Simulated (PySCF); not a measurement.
Isomers of [C8H18P]+ (charge +1), one GFN2-xTB conformer each. Single-point energies are computed at PBE0/pcSseg-1 (PySCF, gas phase, no added dispersion term), electronic only.

Question: Rank them by PBE0/pcSseg-1 energy, lowest first (kcal/mol).
A. `[CH2:1]=[CH:2][CH2:3][P+:4]([CH3:5])([CH3:6])[CH:7]([CH3:8])[CH3:9]` (charge +1) with C1–C2–C3–P4 115°, C2–C3–P4–C5 64°, C3–P4–C7–C8 176°
B. `[CH2:1]=[CH:2][CH2:3][P@@H+:4]([CH3:5])[C:6]([CH3:7])([CH3:8])[CH3:9]` (charge +1) with C1–C2–C3–P4 -117°, C2–C3–P4–C5 60°

Answer: A (0.0), B (11.5).

GFN2-xTB itself gives, in the same order: 0.0, 4.3. Both levels put the same isomer lowest.

Which frontier levels and rotational constants go with these structures?

```csv
SMILES,"HOMO (eV, PBE0/pcSseg-1)",LUMO (eV),"A, B, C (MHz)"
C=CC[P+](C)(C)C(C)C,-11.53,-3.92,"1560, 1057, 867.0"
C=CC[P@@H+](C)C(C)(C)C,-11.64,-4.16,"2387, 782.3, 711.1"
```
